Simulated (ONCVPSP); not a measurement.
## Mo (Z = 42): what ONCVPSP 4.0.1 does with a changed input

Command:

```bash
oncvpsp.x < Mo.dat > Mo.out
```

Input:

```
# ATOM AND REFERENCE CONFIGURATION
# atsym  z   nc   nv     iexc    psfile
  Mo 42.00    6    3  -001012      upf
#
#   n    l    f
    1    0    2.00
    2    0    2.00
    2    1    6.00
    3    0    2.00
    3    1    6.00
    3    2   10.00
    4    0    2.00
    4    1    6.00
    4    2    6.00
#
# PSEUDOPOTENTIAL AND OPTIMIZATION
# lmax
    2
#
#   l,   rc,      ep,       ncon, nbas, qcut
    0    1.80    0.00    5   10    5.40
    1    1.50    0.00    4    8   10.90
    2    2.25    0.00    4    9    5.60
#
# LOCAL POTENTIAL
# lloc, lpopt,  rc(5),   dvloc0
    4    2    1.20    1.00
#
# VANDERBILT-KLEINMAN-BYLANDER PROJECTORs
# l, nproj, debl
    0    2    2.50
    1    2    0.30
    2    2    0.80
#
# MODEL CORE CHARGE
# icmod, fcfact, rcfact
    3   30.00    1.30
#
# LOG DERIVATIVE ANALYSIS
# epsh1, epsh2, depsh
   -4.00    5.00    0.02
#
# OUTPUT GRID
# rlmax, drl
    6.00    0.01
#
# TEST CONFIGURATIONS
# ncnf
    4
# nvcnf
#   n    l    f
    4
    4    0    2.00
    4    1    6.00
    4    2    5.00
    5    0    1.00
#
    3
    4    0    2.00
    4    1    6.00
    4    2    5.00
#
    3
    4    0    2.00
    4    1    6.00
    4    2    4.00
#
    5
    4    0    2.00
    4    1    6.00
    4    2    4.00
    5    0    1.00
    5    1    1.00
#
```

This is an input that runs to its end, with one change: model core set to icmod 3, fcfact 30.00, rcfact 1.30.

Task: How does the run end?

Result: The program runs through. Ghost flags: none; the largest excitation error among the 4 tests with output is 17.4 meV, against 17.5 meV for the unchanged input. Messages: WARNING scattering state with energy 0.25000000; WARNING wellstate: negative energy specified for n= 5 l= 1; WARNING will be used for the first projector.

```

Test configuration 4

   n   l     f        eae           eps        diff
   1   0  2.0000 -727.61185797
   2   0  2.0000 -102.92655608
   2   1  6.0000  -92.10020003
   3   0  2.0000  -17.62849038
   3   1  6.0000  -14.08112416
   3   2 10.0000   -8.29048301
   4   0  2.0000   -2.51706440   -2.51204950    5.01D-03
   4   1  6.0000   -1.56268516   -1.56060884    2.08D-03
   4   2  4.0000   -0.25946868   -0.25861725    8.51D-04
   5   0  1.0000   -0.21829758   -0.21827194    2.56D-05
   5   1  1.0000   -0.08168211   -0.08176133   -7.92D-05

    Total energies and differences
      AE_ref= -4.04438924D+03  AE_tst= -4.04428100D+03  dif=  1.08D-01
      PS_ref= -6.84510194D+01  PS_tst= -6.83434237D+01  dif=  1.08D-01
      PSP excitation error=  6.40D-04
```
